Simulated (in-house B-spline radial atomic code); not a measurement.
RPA and G0W0 for Ga III (Ga2+), [Ar] 3d10 4s1, highest spin, as one setting changes: the radius of a hard wall (bohr). Start: PBE. A dash marks a level of low quasi-particle weight. Computed with a B-spline radial code for spherical atoms: all electrons, non-relativistic, point nucleus, each spin shell either full or empty, empty states to l = 9 with an (l + 1/2)⁻⁴ tail; G0W0 by contour deformation at full frequency.

```csv
radius of a hard wall (bohr),mean-field level (eV),G0W0 level (eV),RPA correlation (Eh)
2,27.044,4s up 19.106,-2.2021
2.5,?,?,?
3,-18.316,4s up -24.486,-2.2163
3.5,-22.944,4s up -28.649,-2.2122
4,-24.862,4s up -30.25,-2.208
5,-26.017,4s up -31.06,-2.2033
6,-26.214,4s up -31.13,-2.2018
8,?,?,?
12,-26.247,4s up -31.13,-2.2008
```

Question: What belongs in the row for 2.5?

Answer: mean-field level (eV): -6.507; G0W0 level (eV): 4s up -13.362; RPA correlation (Eh): -2.2159.

Question: What belongs in the row for 8?

Answer: mean-field level (eV): -26.247; G0W0 level (eV): 4s up -31.13; RPA correlation (Eh): -2.2012.
